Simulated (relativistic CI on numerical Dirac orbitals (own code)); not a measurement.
**Ligand-field terms of d8**

Computed with a parametric ligand-field model of a d^n configuration (Racah B and C, spin-orbit zeta, crystal field), exact diagonalisation.

Field parameters in Wybourne normalisation: Oh B⁴₀ = 21Dq, B⁴₄ = √(5/14) B⁴₀. The field is a parameter set, without covalency.

**Question.** Ground term and bands for B = 380, C = 1600, ζ = 0 cm⁻¹, Oh, 10Dq = 17860 cm⁻¹?

**Answer.** Ground term 3A2 with 2.00 electrons in the two orbitals of the cubic e set. Spin-allowed: 3T2 17860 cm⁻¹ (560 nm), 3T1 22069 cm⁻¹ (453 nm), 3T1 37211 cm⁻¹ (269 nm). Lowest spin-forbidden: 1E 6192 cm⁻¹ (1615 nm), 1A1 11622 cm⁻¹ (860 nm), 1T2 24005 cm⁻¹ (417 nm). With an A2 ground term the first spin-allowed band lies at |10Dq| itself.

**Question.** Ground term and bands for B = 380, C = 1600, ζ = 0 cm⁻¹, Oh, 10Dq = 8740 cm⁻¹?

**Answer.** Ground term 3A2 with 2.00 electrons in the two orbitals of the cubic e set. Spin-allowed: 3T2 8740 cm⁻¹ (1144 nm), 3T1 12457 cm⁻¹ (803 nm), 3T1 19463 cm⁻¹ (514 nm). Lowest spin-forbidden: 1E 6144 cm⁻¹ (1628 nm), 1A1 10919 cm⁻¹ (916 nm), 1T2 14794 cm⁻¹ (676 nm). With an A2 ground term the first spin-allowed band lies at |10Dq| itself.

**Question.** Ground term and bands for B = 380, C = 1600, ζ = 0 cm⁻¹, Oh, 10Dq = 4940 cm⁻¹?

**Answer.** Ground term 3A2 with 2.00 electrons in the two orbitals of the cubic e set. Spin-allowed: 3T2 4940 cm⁻¹ (2024 nm), 3T1 7857 cm⁻¹ (1273 nm), 3T1 12663 cm⁻¹ (790 nm). Lowest spin-forbidden: 1E 6074 cm⁻¹ (1646 nm), 1A1 10181 cm⁻¹ (982 nm), 1T2 10872 cm⁻¹ (920 nm). With an A2 ground term the first spin-allowed band lies at |10Dq| itself.

**Question.** Ground term and bands for B = 380, C = 1600, ζ = 0 cm⁻¹, Oh, 10Dq = 11780 cm⁻¹?

**Answer.** Ground term 3A2 with 2.00 electrons in the two orbitals of the cubic e set. Spin-allowed: 3T2 11780 cm⁻¹ (849 nm), 3T1 15759 cm⁻¹ (635 nm), 3T1 25281 cm⁻¹ (396 nm). Lowest spin-forbidden: 1E 6168 cm⁻¹ (1621 nm), 1A1 11249 cm⁻¹ (889 nm), 1T2 17879 cm⁻¹ (559 nm). With an A2 ground term the first spin-allowed band lies at |10Dq| itself.

**Question.** Ground term and bands for B = 380, C = 1600, ζ = 0 cm⁻¹, Oh, 10Dq = 14060 cm⁻¹?

**Answer.** Ground term 3A2 with 2.00 electrons in the two orbitals of the cubic e set. Spin-allowed: 3T2 14060 cm⁻¹ (711 nm), 3T1 18152 cm⁻¹ (551 nm), 3T1 29728 cm⁻¹ (336 nm). Lowest spin-forbidden: 1E 6179 cm⁻¹ (1618 nm), 1A1 11420 cm⁻¹ (876 nm), 1T2 20181 cm⁻¹ (496 nm). With an A2 ground term the first spin-allowed band lies at |10Dq| itself.
